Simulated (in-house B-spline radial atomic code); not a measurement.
Ionisation energies along the 14-electron series, configuration 1s2 2s2 2p6 3s2 3p1/2(2), as differences of self-consistent energies. Dirac energy differences include first-order Breit, QED and recoil terms. NIST's values go from ground level to ground level; the uncertainty of those that are theory runs from under 0.1 % in few-electron ions to several per cent in heavy many-electron ones. Computed with a radial B-spline atomic code at the basis-set limit: Dirac-Hartree-Fock, jj configuration that fills j = l - 1/2 first, finite nuclei.

A number in brackets counts the electrons of a j subshell.

```tsv
ion	configuration after	ionisation energy (eV)	IE/(q+1)² (eV)	-ε less Coulomb ΔSCF (eV)	Breit and QED recoil part (eV)	tabulated value (eV)	tabulated kind	computed minus tabulated (eV)
Rh31+	[Ne] 3s2 3p1/2(1)	1846.0	1.8028	0.49729	-1.5906	1851	semi-empirical	-5
Pd32+	[Ne] 3s2 3p1/2(1)	1957.4	1.7975	0.50004	-1.7321	1962	semi-empirical	-5
Ag33+	[Ne] 3s2 3p1/2(1)	2072.3	1.7926	0.50282	-1.8822	2077	semi-empirical	-5
Cd34+	[Ne] 3s2 3p1/2(1)	2190.6	1.7882	0.50564	-2.041	2195	semi-empirical	-4
In35+	[Ne] 3s2 3p1/2(1)	?	?	?	?	?	semi-empirical	?
Sn36+	[Ne] 3s2 3p1/2(1)	2437.6	1.7806	0.51141	-2.3872	2443	semi-empirical	-5
Sb37+	[Ne] 3s2 3p1/2(1)	2566.4	1.7773	0.51436	-2.5751	2567	tabulated theory	-1
Te38+	[Ne] 3s2 3p1/2(1)	?	?	?	?	?	tabulated theory	?
I39+	[Ne] 3s2 3p1/2(1)	2834.8	1.7717	0.52041	-2.9823	2836	tabulated theory	-1
Xe40+	[Ne] 3s2 3p1/2(1)	?	?	?	?	?	tabulated theory	?
Cs41+	[Ne] 3s2 3p1/2(1)	3117.6	1.7674	0.52668	-3.4342	3118	tabulated theory	0
```

Problem. Fill in the row of In35+.

Solution. ionisation energy (eV): 2312.3; IE/(q+1)² (eV): 1.7842; -ε less Coulomb ΔSCF (eV): 0.5085; Breit and QED recoil part (eV): -2.2093; tabulated value (eV): 2317; computed minus tabulated (eV): -5.

Problem. Fill in the row of Te38+.

Solution. ionisation energy (eV): 2698.8; IE/(q+1)² (eV): 1.7744; -ε less Coulomb ΔSCF (eV): 0.51736; Breit and QED recoil part (eV): -2.7732; tabulated value (eV): 2700; computed minus tabulated (eV): -1.

Problem. Fill in the row of Xe40+.

Solution. ionisation energy (eV): 2974.4; IE/(q+1)² (eV): 1.7694; -ε less Coulomb ΔSCF (eV): 0.52352; Breit and QED recoil part (eV): -3.2024; tabulated value (eV): 2975; computed minus tabulated (eV): -1.

Problem. How far is this level of theory from the measured and semi-empirical values?

Solution. Over those 6 rows the differences run from -5.38 to -4.44 eV (mean absolute value 4.8 eV). The calculation leaves out correlation and, in open shells, the multiplet splittings that an average leaves out.
